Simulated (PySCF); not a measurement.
State search for BeIn⁺

Unrestricted PBE0; basis Be cc-pVDZ, In cc-pVDZ-PP with ECP28; scalar-relativistic core potentials; PySCF 2.14. Outer shells of the fragments: Be 2s2; In+ 4d10 5s2.

Followed along the bond (rough minima from three points):

```
2Ms+1  unpaired  ⟨S²⟩ at the start  R at minimum (Å)  Te (eV)
    1      none               0.00              3.01     0.00
    3      σ ↑↑               2.00              2.88     1.73
    3  σ ↑, π ↑               2.01              2.45     1.94
```

Solutions found at the starting distance of 2.450 Å, counted from the lowest of them; the search is not exhaustive and high or unbound solutions are not listed, so other states can lie among these:

```tsv
2Ms+1	unpaired	term	E (eV)	⟨S²⟩	⟨Lz²⟩	μ (D)
1	none	¹Σ⁺	0.00	0.00	0.00	-4.16
3	σ ↑↑	³Σ⁺	1.55	2.00	0.00	-2.07
3	σ ↑, π ↑	³Π	1.56	2.01	1.00	-3.75
1	σ ↑, π ↓	mixed	2.09	1.01	1.00	-4.06
```

A term symbol is given only where ⟨S²⟩ and ⟨Lz²⟩ are close to those of a pure state; real π, δ and φ orbitals otherwise mix terms. A positive dipole points towards In; it is taken about the centre of mass and depends on that origin.

Problem. Compare the gap between the two lowest followed solutions at the starting distance with the gap between their minima.

Solution. At PBE0 the second solution (triplet, unpaired electrons σ ↑↑) lies +1.55 eV from the first (singlet, closed shell) at 2.450 Å and +1.73 eV at the minima; the two curves relax by different amounts, since their minima lie near 2.88 and 3.01 Å.

Spin–orbit coupling is left out. Counting both spins, an empty level lies below a filled one in some of these solutions, because spin and occupation are held.
